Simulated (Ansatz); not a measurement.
Ideal-gas functions of BrClFHOSi (`O[Si](F)(Cl)Br`) at 400 K and 1 bar, from an Ansatz frequency run at PBE0-D4/def2-TZVP.

Molar mass 179.45 g/mol, point group C1 (symmetry number 1), electronic degeneracy 1, moments of inertia 179.707, 400.646, 454.225 u Å². Harmonic wavenumbers (cm⁻¹, unscaled): 120, 147, 217, 262, 262, 310, 452, 588, 809, 903, 1001, 3910.

Use S(trans) = R[1.5 ln M + 2.5 ln T − 1.1517]; rotational temperatures θ = 24.2544 K / I; S(rot) = R[ln(√π/σ · √(T³/θAθBθC)) + 1.5]; for each mode x = 1.438777 ν̃/T, S = R[x/(eˣ − 1) − ln(1 − e⁻ˣ)] and H = RT x/(eˣ − 1); 1 cm⁻¹ = 0.0119627 kJ/mol; R = 8.31446 J/(mol·K).

Question: By hand: the entropy, in J/(mol·K).

Answer: Translation 179.7. Rotation: θ = 0.135, 0.0605, 0.0534 K, giving 124.1. Vibration, mode by mode: 15.36, 13.71, 10.58, 9.11, 9.11, 7.83, 5.13, 3.48, 1.86, 1.42, 1.07, 0.00, in all 78.7. Electronic 0.0. Sum 382.5 J/(mol·K).

Question: By hand: H − E and G − E in kJ/mol, counted from the electronic energy.

Answer: Zero-point energy ½ × 8981 × 0.0119627 = 53.7; thermal vibration 16.8; translation, rotation and pV give 4 RT = 13.3. H − E = 83.8 kJ/mol, and G − E = 83.8 − 400 × 382.5/1000 = -69.2 kJ/mol.

Vibration gives 21 % of the entropy, 29.1 J/(mol·K) of it from the modes under 150 cm⁻¹: soft modes count most, and the harmonic formula is weakest for them. The sum counts one conformer and one mirror image; others add a mixing term.
